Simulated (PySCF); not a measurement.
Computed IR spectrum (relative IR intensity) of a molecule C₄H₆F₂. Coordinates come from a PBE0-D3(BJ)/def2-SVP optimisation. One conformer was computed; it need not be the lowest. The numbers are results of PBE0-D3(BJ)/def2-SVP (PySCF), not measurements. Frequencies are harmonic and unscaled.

Lines under 2 % of the strongest are left out, and lines within 2 cm⁻¹ are merged.

```json
[
 {"ν (cm⁻¹)": "489", "relative intensity": "4.4"},
 {"ν (cm⁻¹)": "744", "relative intensity": "6.2"},
 {"ν (cm⁻¹)": "890", "relative intensity": "9.5"},
 {"ν (cm⁻¹)": "917", "relative intensity": "7.7"},
 {"ν (cm⁻¹)": "1004", "relative intensity": "19"},
 {"ν (cm⁻¹)": "1029", "relative intensity": "10"},
 {"ν (cm⁻¹)": "1060", "relative intensity": "34"},
 {"ν (cm⁻¹)": "1115", "relative intensity": "4.3"},
 {"ν (cm⁻¹)": "1163", "relative intensity": "11"},
 {"ν (cm⁻¹)": "1186", "relative intensity": "5.1"},
 {"ν (cm⁻¹)": "1300", "relative intensity": "68"},
 {"ν (cm⁻¹)": "1347", "relative intensity": "64"},
 {"ν (cm⁻¹)": "1386", "relative intensity": "8.1"},
 {"ν (cm⁻¹)": "1415", "relative intensity": "3.1"},
 {"ν (cm⁻¹)": "1461", "relative intensity": "4.2"},
 {"ν (cm⁻¹)": "1467", "relative intensity": "5.0"},
 {"ν (cm⁻¹)": "1556", "relative intensity": "100"},
 {"ν (cm⁻¹)": "3062", "relative intensity": "13"},
 {"ν (cm⁻¹)": "3154", "relative intensity": "7.2"},
 {"ν (cm⁻¹)": "3162", "relative intensity": "3.9"},
 {"ν (cm⁻¹)": "3180", "relative intensity": "3.5"}
]
```

Q: Identify the compound among the candidates.
A. CC/C(F)=C/F
B. C[C@@H]1CC1(F)F
C. FC1(F)CCC1
D. CCC=C(F)F

A: B, C[C@@H]1CC1(F)F
